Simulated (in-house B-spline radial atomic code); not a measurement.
**RPA and G0W0 on r2SCAN: Al6+**

Configuration [He] 2s2 2p3, highest spin, mean-field start r2SCAN. Computed with a B-spline radial code for spherical atoms: all electrons, scalar-relativistic (spin-free one-electron X2C), finite nucleus, each spin shell either full or empty, empty states to l = 9 with an (l + 1/2)⁻⁴ tail; G0W0 by contour deformation at full frequency.

Command:
```bash
python run_gw.py task.json out
```
Settings (radii: box in bohr, nucleus in fm):
```
Z                        13
electrons                7
configuration            [He] 2s2 2p3
hamiltonian              x2c
method                   r2scan
lmax                     9
rms_radius               3.061
spin_polarised           True
box_radius               9.29
intervals                68
```

Run time, properties included: 1.1 s on 1 thread of AMD EPYC 7R43 64-Core Processor (shared host).

Energies (hartree):

```tsv
term	value
mean-field total	-223.74663
Hartree-Fock functional on these orbitals	-223.55483
direct second order	-0.42301
second-order exchange	0.2047
SOSEX correction	0.18454
```

(1) What is the RPA correlation energy, and what remains with SOSEX?

Quasi-particle levels (eV):

```json
{"level": "2p up", "occupied": "yes", "mean field": "-224.08", "Σx - vxc": "-19.50", "Σc": "?", "QP weight": "?", "G0W0": "?"}
{"level": "2s down", "occupied": "yes", "mean field": "-243.94", "Σx - vxc": "-13.03", "Σc": "-2.96", "QP weight": "0.972", "G0W0": "-259.94"}
{"level": "1s down", "occupied": "yes", "mean field": "-1696.78", "Σx - vxc": "-72.88", "Σc": "16.43", "QP weight": "0.917", "G0W0": "-1753.22"}
{"level": "2p down", "occupied": "no", "mean field": "-205.88", "Σx - vxc": "19.65", "Σc": "-4.12", "QP weight": "0.978", "G0W0": "-190.34"}
```

G0W0 = mean field + (Σx - vxc) + Σc, with Σc (partial-wave tail included) taken at the quasi-particle energy. Levels of low weight are left out.

(2) Where does G0W0 put 2p up?

Answers

(1) RPA gives -0.38022 hartree (-1.48 eV per electron); RPA + SOSEX gives -0.19567, and the second-order doubles -0.21831 hartree (no singles). SOSEX takes back 49 % of the RPA value.

(2) At -241.85 eV, with Σc = 1.72 eV and a quasi-particle weight of 0.970. The tabulated removal energy is 241.76 ± 0.09 eV (NIST, semi-empirical); the calculation leaves out spin-orbit coupling, Breit and QED terms, and what these don't explain is the method's own error.
